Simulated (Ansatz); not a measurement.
Relaxed structures of MgBHClF, singlet (PBE0-D4/def2-TZVP; forces vanish, vibrations not checked; lower isomers may exist, and structures with a doubtful reference or unclear bonds are left out; Å). Computed with Ansatz 0.2.0 (basis: def2-TZVPP); correlated methods freeze the cores. The outer core shell of Li, Na, Mg and K is correlated. The def2 sets are not built for correlating such inner shells, so the correlated values are less sure here.

(1) Rank them by CCSD(T) energy, lowest first, and give each one's height above the lowest. Links in brackets join atoms within 1.22 times the sum of their covalent radii (1.1 for two metals). (Judge from chemistry; the value comes from the calculation.)
A.
MgBHClF ([F][BH][Mg][Cl])
```
5
angstrom
F -0.4985 1.0871 1.6418
Mg 0.6488 -1.8524 1.2955
B 0.0853 0.3075 0.7396
Cl 1.2098 -3.9203 1.7733
H 0.2663 0.8462 -0.3291
```
B.
MgBHClF ([F][Mg][BH][Cl])
```
5
angstrom
F 0.1070 -1.9258 2.4125
Mg 0.0871 -0.7856 1.0739
B 0.0564 0.6768 -0.6562
Cl -0.8642 0.2990 -2.1022
H 0.6136 1.7356 -0.7279
```
C.
a complex of BHClF ([F][BH][Cl]) + Mg
```
5
angstrom
F -0.8377 1.4743 0.4485
Mg 1.1685 -1.7786 0.9850
B -0.1317 1.0652 -0.5811
Cl -0.9541 0.2737 -1.9050
H 1.0354 1.2903 -0.6423
```

No T1 diagnostic of these runs exceeds 0.013.

## Answers

(1) The calculation gives: A (0.000 eV), C (0.256 eV), B (0.601 eV). Heights count from the lowest.

For scale, one of the runs: CCSD(T)/def2-TZVPP, 150 basis functions, launched by `ansatz run in.yaml --threads 2 --pin off --events-out ev --progress --plain --max-ram 4352MiB`. Hardware: 2 CPU threads of an Arm Neoverse V2, shared host. Wall time 31 s; peak host memory 1.1 GiB.
